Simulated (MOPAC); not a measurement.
MOPAC input (MNDO):

```
MNDO 1SCF CHARGE=1 GEO-OK AUX(PRECISION=9) THREADS=1
BrHg

Hg   -0.00000000 1   -0.00000000 1   -0.73352435 1
Br    0.00000000 1    0.00000000 1    1.67662709 1
```

What heat of formation does the run end on, and which ionisation energy by Koopmans theorem?

250.76 kcal/mol; 16.95 eV.
